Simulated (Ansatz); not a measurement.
The cluster Li5Al3, relaxed as a singlet with RKS r2SCAN-D4/def2-SVP in Ansatz, starting from the GFN2-xTB geometry. Force threshold 0.02 eV/Å.

The restricted singlet is unstable towards broken spin symmetry in Hartree–Fock (as tested in another run); at r2SCAN-D4/def2-SVP this wasn't settled. The structure comes from a short search, and lower isomers may exist.

Start:

| atom | x (Å) | y (Å) | z (Å) |
| --- | --- | --- | --- |
| Al1 | 1.058 | 2.404 | -2.457 |
| Al2 | -1.963 | 1.359 | 1.362 |
| Al3 | 0.342 | -2.749 | -0.204 |
| Li4 | -0.466 | 2.772 | -0.319 |
| Li5 | 0.696 | -2.348 | 2.411 |
| Li6 | 1.255 | -1.641 | -2.307 |
| Li7 | -0.329 | 0.190 | -1.574 |
| Li8 | -0.592 | 0.013 | 3.088 |

| step | energy (eV) | largest force component (eV/Å) | SCF passes |
| --- | --- | --- | --- |
| 1 | -20799.2364 | 0.745 | 111 |
| 2 | -20799.8165 | 0.532 | 67 |
| 3 | -20800.3194 | 0.589 | 54 |
| 4 | -20800.7139 | 0.649 | 48 |
| 5 | -20801.0566 | 0.700 | 46 |
| 6 | -20801.4480 | 0.796 | 46 |
| 7 | -20801.9118 | 0.857 | 45 |
| 8 | -20802.3545 | 0.579 | 52 |
| 9 | -20802.6904 | 0.491 | 44 |
| 10 | -20803.0027 | 0.621 | 40 |
| 11 | -20803.3384 | 0.780 | 39 |
| 12 | -20803.6982 | 0.865 | 39 |
| 13 | -20804.0381 | 0.706 | 38 |
| 14 | -20804.3302 | 0.290 | 37 |
| 15 | -20804.5027 | 0.230 | 36 |
| 16 | -20804.5927 | 0.183 | 36 |
| 17 | -20804.6905 | 0.135 | 35 |
| 18 | -20804.7741 | 0.108 | 35 |
| 19 | -20804.8305 | 0.057 | 36 |
| 20 | -20804.8411 | 0.113 | 35 |
| 21 | -20804.8499 | 0.037 | 34 |
| 22 | -20804.8514 | 0.049 | 37 |
| 23 | -20804.8529 | 0.007 | 33 |
| 24 | -20804.8531 | 0.004 | 32 |

Force components are those of the run's own axes.

End:

```tsv
atom	x (Å)	y (Å)	z (Å)
Al1	0.742	0.970	-1.391
Al2	-0.720	1.476	0.868
Al3	0.398	-0.835	0.452
Li4	-0.533	3.290	-1.076
Li5	1.085	-3.121	1.389
Li6	1.859	-1.430	-1.756
Li7	-1.835	0.064	-1.226
Li8	-0.997	-0.413	2.741
```

Bonds lost: Li4–Li7, Li5–Li8, Li6–Li7 (atoms count from 1). Bonds formed: Al1–Al2, Al1–Al3, Al1–Li6, Al2–Al3, Al2–Li7, Al3–Li7, Al3–Li8 (atoms count from 1).

The force fell under the threshold at step 23, but the optimiser went on. No frequencies were taken in this run, so the end may be a saddle point.

Hardware: 4 threads of Arm Neoverse V2 on a shared host. Wall time 84 s.
